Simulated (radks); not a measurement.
Fractional charge and spin in the 4s shell of scandium: the spin-up occupation runs from 0 to 1 and the spin-down occupation from 0 to 1; the fullest corner is Sc, [Ar] 3d(up 0.5, down 0.5) 4s(up 1, down 1). Calculated with a radial shooting solver on a logarithmic mesh with Libxc functionals: non-relativistic Kohn-Sham, LDA (Slater exchange, Perdew-Wang correlation), spin-polarised, spherical densities, point nucleus. Energy (eV) minus the two flat planes that join the four corners (they meet along the diagonal where the two added fractions sum to one electron); zero is where a piecewise linear energy would lie.

\begin{tabular}{lrrrrr}
down \ up & 0 & 0.25 & 0.5 & 0.75 & 1 \\ \hline
0 & 0.000 & -0.518 & -0.705 & -0.534 & 0.000 \\
0.25 & -0.518 & -0.635 & -0.413 & 0.162 & -0.480 \\
0.5 & -0.705 & -0.413 & 0.215 & -0.385 & -0.641 \\
0.75 & -0.534 & 0.162 & -0.385 & -0.598 & -0.479 \\
1 & 0.000 & -0.480 & -0.641 & -0.479 & 0.000 \\
\end{tabular}

Corners above the fullest one (they belong to Sc+ and the next ion): (up 1, down 0) 6.801 eV, (up 0, down 1) 6.801 eV, (up 0, down 0) 19.893 eV. With half an added electron in each spin the energy lies 0.215 eV from the planes, and with half an added electron in spin up alone -0.705 eV. The planes are only a guide here: the flat-plane condition holds for ground states with one frontier orbital, while this shell lies below other occupied shells, so the corners above the fullest one are inner-hole states and not the ground states of those ions.
